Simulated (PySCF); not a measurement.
C6H13F3Si, SMILES CC(C)(C)CC[Si](F)(F)F (GFN2-xTB optimised geometry):

```
23

C      1.910     0.826    -2.564
C      1.512     0.094    -1.277
C      2.083     0.856    -0.079
C      2.096    -1.320    -1.313
C     -0.027     0.055    -1.224
C     -0.622    -0.659     0.000
Si    -2.497    -0.659     0.000
F     -3.156    -1.387     1.249
F     -3.155    -1.373    -1.258
F     -3.153     0.788     0.000
H      1.514     1.839    -2.567
H      2.992     0.883    -2.651
H      1.524     0.305    -3.437
H      1.629     1.842    -0.001
H      1.911     0.320     0.851
H      3.156     0.983    -0.196
H      1.649    -1.900    -2.117
H      1.930    -1.842    -0.374
H      3.170    -1.275    -1.482
H     -0.396     1.082    -1.247
H     -0.388    -0.440    -2.129
H     -0.258    -0.176     0.909
H     -0.258    -1.688     0.027
```

Calculation: PBE/def2-SVP (PySCF 2.14.0).

Q: What are the frontier orbital energies and the dipole moment?

A: HOMO-2 -7.91 eV, HOMO-1 -7.86 eV, HOMO -7.57 eV, LUMO 0.20 eV, LUMO+1 0.94 eV; dipole moment 3.19 D.

Meta-Löwdin charges at PBE/def2-SVP: C1 -0.30, C2 0.08, C3 -0.31, C4 -0.31, C5 -0.17, C6 -0.45, Si7 1.46, F8 -0.43, F9 -0.44, F10 -0.44, H11 0.10, H12 0.10, H13 0.10, H14 0.10, H15 0.09, H16 0.10, H17 0.10, H18 0.09, H19 0.10, H20 0.09, H21 0.09, H22 0.12, H23 0.12.
